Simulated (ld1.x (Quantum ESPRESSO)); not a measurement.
## Transferability test, ultrasoft potential for Te

- Element: tellurium
- Generator: ld1.x (Quantum ESPRESSO) 7.5
- Type: ultrasoft
- Functional: PBE
- Relativity: fully relativistic
- Frozen core: [Ar] 3d10 4s2
- Valence charge: 22
- Reference configuration: 4p6 4d10 5s2 5p3 (charge +1)
- Partial waves: 5s (bound): rcut 1.45, rcutus 1.80 bohr; 5s channel at -0.25 Ry: rcut 1.45, rcutus 1.80 bohr; 4p (bound): rcut 1.05, rcutus 1.15 bohr; 5p (bound): rcut 1.05, rcutus 1.15 bohr; 4d (bound): rcut 1.00, rcutus 1.10 bohr; 4d channel at -0.6 Ry: rcut 1.00, rcutus 1.10 bohr
- Local potential: all-electron potential smoothed inside 1.80 bohr (lloc = -1)
- Core correction: a·sin(br)/r model core inside 1.00 bohr
- Augmentation charge: PSQ, inside the norm-conserving radii

Open shells are filled in proportion to 2j + 1 (rel_dist='average').

Energies are relative to the spin-unpolarised reference configuration 4p6 4d10 5s2 5p3; without spin polarisation the order of configurations can differ from experiment. The frozen-core shift is the all-electron ΔE with the core orbitals held at their reference shape minus the fully relaxed ΔE.

```json
{"valence configuration": "4p6 4d10 5s2 5p4", "charge": "0", "ΔE all-electron (eV)": "-9.749", "error AE − PS (meV)": "-0.3", "frozen-core shift (meV)": "0.0"}
{"valence configuration": "4p6 4d10 5s2 5p2", "charge": "+2", "ΔE all-electron (eV)": "17.949", "error AE − PS (meV)": "-0.4", "frozen-core shift (meV)": "0.0"}
{"valence configuration": "4p6 4d10 5s2 5p1", "charge": "+3", "ΔE all-electron (eV)": "44.876", "error AE − PS (meV)": "-1.7", "frozen-core shift (meV)": "+0.4"}
{"valence configuration": "4p6 4d10 5s2 5p3.5", "charge": "+0.5", "ΔE all-electron (eV)": "-5.842", "error AE − PS (meV)": "-0.1", "frozen-core shift (meV)": "+0.1"}
{"valence configuration": "4p6 4d9 5s2 5p4", "charge": "+1", "ΔE all-electron (eV)": "39.467", "error AE − PS (meV)": "-33", "frozen-core shift (meV)": "+26"}
{"valence configuration": "4p6 4d9 5s2 5p5", "charge": "0", "ΔE all-electron (eV)": "28.446", "error AE − PS (meV)": "-37", "frozen-core shift (meV)": "+24"}
```

Task: What are ΔE and the potential's error for 4p6 4d10 5s0 5p6?

Result: ΔE = 8.880 eV all-electron; the error (AE − PS) is -63 meV.
